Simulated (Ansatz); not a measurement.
Saddle point of BH₄ClF₂, singlet (BH₂Cl ([BH2][Cl]) + HF + HF → BH₂F ([BH2][F]) + HCl + HF; bonds formed: Cl2–H7, H5–F8; dative contacts that become bonds: B1–F6; bonds broken: B1–Cl2, H5–F6, H7–F8), PBE0-D4/def2-TZVP structure:

```csv
atom,x (Å),y (Å),z (Å)
B1,-0.3390,-0.9857,0.0646
Cl2,1.5228,-0.4315,-0.3362
H3,-0.6155,-1.8383,-0.7183
H4,-0.3786,-1.1790,1.2413
H5,-0.5011,1.2190,-0.0483
F6,-1.1359,0.2514,-0.2539
H7,1.0866,1.0587,-0.0500
F8,0.3607,1.9054,0.1009
```

Energies are electronic, without zero-point energy. Barriers and step energies count from the start structure reached by relaxing down the imaginary mode; all methods use the PBE0-D4 structures, on which another method's saddle can fall below an end. Ansatz 0.2.0; basis: def2-TZVPP, with def2-QZVPP for the basis limit; cores frozen in the correlated methods. B3LYP uses VWN-RPA correlation. Extrapolation: Hartree–Fock as exp(−7.88 √X), correlation as X^−2.97.

```json
{"method": "SPW92", "barrier (eV)": "-0.139", "step energy (eV)": "0.162"}
{"method": "PBE-D4", "barrier (eV)": "0.029", "step energy (eV)": "-0.158"}
{"method": "BLYP-D4", "barrier (eV)": "?", "step energy (eV)": "-0.363"}
{"method": "r2SCAN-D4", "barrier (eV)": "?", "step energy (eV)": "-0.212"}
{"method": "B97M-V", "barrier (eV)": "0.209", "step energy (eV)": "-0.380"}
{"method": "PBE0-D4", "barrier (eV)": "0.108", "step energy (eV)": "-0.204"}
{"method": "B3LYP-D4", "barrier (eV)": "0.137", "step energy (eV)": "-0.375"}
{"method": "r2SCAN0-D4", "barrier (eV)": "0.122", "step energy (eV)": "-0.242"}
{"method": "BHLYP-D4", "barrier (eV)": "0.236", "step energy (eV)": "-0.449"}
{"method": "CAM-B3LYP-D4", "barrier (eV)": "0.132", "step energy (eV)": "-0.335"}
{"method": "wB97X-V", "barrier (eV)": "0.171", "step energy (eV)": "-0.309"}
{"method": "wB97M-V", "barrier (eV)": "0.185", "step energy (eV)": "-0.295"}
{"method": "B2PLYP", "barrier (eV)": "0.169", "step energy (eV)": "-0.368"}
{"method": "PBE-QIDH", "barrier (eV)": "0.168", "step energy (eV)": "-0.246"}
{"method": "RPA on PBE", "barrier (eV)": "?", "step energy (eV)": "-0.366"}
{"method": "HF", "barrier (eV)": "0.475", "step energy (eV)": "-0.794"}
{"method": "MP2", "barrier (eV)": "0.176", "step energy (eV)": "-0.287"}
{"method": "CCSD", "barrier (eV)": "0.255", "step energy (eV)": "-0.425"}
{"method": "CCSD(T)", "barrier (eV)": "0.207", "step energy (eV)": "-0.352"}
```

**Question.** Fill in the withheld barriers. (An estimate is asked for; the value comes from the calculation.)

**Answer.** The calculation gives: RPA on PBE 0.166; r2SCAN-D4 0.060; BLYP-D4 0.083 eV. Each is the energy of the saddle less that of the start structure, by the same method.

For comparison, the barrier by CCSD(T) at an estimated basis limit (MP2 extrapolated from triple and quadruple zeta, plus CCSD(T) − MP2 in triple zeta) is 0.228 eV.

The T1 diagnostic stays at or below 0.011.

Labels in which every atom is bracketed show which atoms are joined, not bond orders.

For scale, one of the runs: CCSD(T)/def2-TZVPP, 191 basis functions, launched by `ansatz run in.yaml --threads 4 --pin off --events-out ev --progress --plain --max-ram 9574MiB`. Time: 49 s of wall clock on 4 CPU threads of an Intel Xeon; the host was shared. Peak host memory: 2.2 GiB.
